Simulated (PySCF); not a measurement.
# Worked example: chemical shift, span and skew from a shielding tensor

Al(Cl)(F)(SMe) (CH3AlClFS), SMILES C[S][Al]([F])[Cl]. Atoms are numbered in the order given.

```xyz
8

Al     0.2839    -0.3915     0.0000
Cl    -0.4562    -2.3366     0.0000
F      1.9270    -0.1456     0.0000
S     -1.0082     1.3259     0.0000
C      0.2375     2.6737     0.0000
H      1.2642     2.2862     0.0000
H      0.0816     3.2891     0.8956
H      0.0816     3.2891    -0.8956
```

Geometry optimised at PBE0-D3(BJ)/def2-SVP. The structure was generated by enumeration; whether it is a known compound was not checked. The values are those of a single conformer.

GIAO shieldings from HF/pcSseg-1 run with PySCF, non-relativistic, no solvent. The symmetric part of the tensor of C5 has the principal values 173.6, 176.0, 196.0 ppm. The same nucleus in TMS has σ = 192.6 ppm at this level (PySCF, at its B3LYP-D3(BJ)/def2-TZVP geometry). Without spin–orbit terms, shifts of atoms bonded to Cl or Br come out too high.

### Question
Work out the isotropic shielding, the ¹³C shift against TMS, the span and the skew.

### Answer

σ(iso) = (σ11 + σ22 + σ33)/3 = 181.9 ppm. δ = σ(ref) − σ(iso) = 192.6 − (181.9) = 10.7 ppm.
Span Ω = σ33 − σ11 = 22.4 ppm. Skew κ = 3(σ(iso) − σ22)/Ω = 0.79. Tumbling in solution averages the tensor to δ; in a static solid the shielding alone would spread this spin-1/2 line over Ω.
